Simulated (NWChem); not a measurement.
Correlation energy of Ge (+1)

```xyz
1

Ge     0.0000     0.0000     0.0000
```
Charge +1, spin multiplicity 2.

All runs are NWChem calculations.

Basis set: def2-SVP. Each correlation energy counts from its own Hartree-Fock reference.

The Hamiltonian is non-relativistic. The correlated methods keep 9 core orbitals frozen. The stability of the SCF solutions was not checked. Open-shell Hartree-Fock references start from PBE0 orbitals. No row is a measurement; the coupled-cluster row has its own basis-set and correlation limits.

```
method           correlation energy (mHa)
---------------  ------------------------
CCSD(T) on ROHF                    -173.3
SCS-UMP2                       (withheld)
CCSD on ROHF                   (withheld)
CCSD[T] on ROHF                    -173.9
CCSD(T) on UHF                     -169.7
CCSDT on ROHF                      -173.3
UMP2                           (withheld)
CCSD[T] on UHF                     -170.3
CCSD on UHF                    (withheld)
```

Complete the blanks.


- SCS-UMP2, correlation energy (mHa): -149.8
- CCSD on ROHF, correlation energy (mHa): -169.2
- UMP2, correlation energy (mHa): -160.0
- CCSD on UHF, correlation energy (mHa): -165.6
